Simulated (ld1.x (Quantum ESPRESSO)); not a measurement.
**Varying the TM potential for oxygen (O)**

Base potential:

- Element: oxygen
- Generator: ld1.x (Quantum ESPRESSO) 7.5
- Type: norm-conserving Troullier–Martins (Kleinman–Bylander form)
- Functional: PBEsol
- Relativity: non-relativistic
- Frozen core: [He]
- Valence charge: 6
- Reference configuration: 2s2 2p4
- Partial waves: 2s (bound): rc 0.70 bohr; 2p (bound): rc 1.65 bohr
- Local potential: all-electron potential smoothed inside 0.70 bohr (lloc = -1)
- Core correction: a·sin(br)/r model core inside 0.60 bohr

Cutoffs, loose and tight: the cutoffs (Ry, on a coarse ladder) from which the occupation-weighted sum of valence levels, in a spherical-Bessel basis at the reference potential, stays within 10 and 1 mRy of its value at 400 Ry. They do not see the model core or the augmentation charge, which bear on the density cutoff. Test errors are all-electron minus pseudo excitation energies from the reference, over the configurations 2s2 2p3; 2s2 2p2; 2s2 2p1; 2s1 2p5; 2s2 2p3.5; 2s2 2p0; 2s0 2p6. A dash means not determined; rows that change the core or the reference have their own tests. The largest error is taken over the tests solved by every variant that gives reliable tests at all: 2s1 2p5; 2s2 2p1; 2s2 2p2; 2s2 2p3; 2s2 2p3.5.

```tsv
change	outcome	cutoff, loose	cutoff, tight	bound ghosts	largest test error (meV)
base	generated	80 Ry	200 Ry	none	+1034
scalar-relativistic	generated	80 Ry	200 Ry	none	+1031
wave 2s (bound): rc 0.70 bohr becomes 2s (bound): rc 0.88 bohr	generated	70 Ry	180 Ry	none	+1043
type PAW; waves now 2s (bound): rcut 0.60, rcutus 0.70 bohr; 2s channel at 1.2 Ry: rcut 0.60, rcutus 0.70 bohr; 2p (bound): rcut 1.45, rcutus 1.65 bohr; 2p channel at -0.25 Ry: rcut 1.45, rcutus 1.65 bohr; local potential all-electron potential smoothed inside 0.90 bohr (lloc = -1); augmentation BG, radius 0.65 bohr	generated	70 Ry	90 Ry	none	+250
local potential all-electron potential smoothed inside 1.30 bohr (lloc = -1)	generated	80 Ry	200 Ry	none	+968
core correction none	generated	80 Ry	200 Ry	none	+1060
```

Task: What comes out with this change to the base: local potential the p channel?

Result: outcome: generated; cutoff, loose: 80 Ry; cutoff, tight: 200 Ry; bound ghosts: none; largest test error (meV): +833.

Task: What comes out with this change to the base: all radii but the core radius scaled by about 0.83 (s 0.58, p 1.36 bohr); local potential all-electron potential smoothed inside 0.58 bohr (lloc = -1)?

Result: outcome: generated; cutoff, loose: 230 Ry; cutoff, tight: over 300 Ry; bound ghosts: none; largest test error (meV): +482.

Task: What comes out with this change to the base: wave 2p (bound): rc 1.65 bohr becomes 2p (bound): rc 1.08 bohr?

Result: outcome: generated; cutoff, loose: 110 Ry; cutoff, tight: 200 Ry; bound ghosts: none; largest test error (meV): +196.
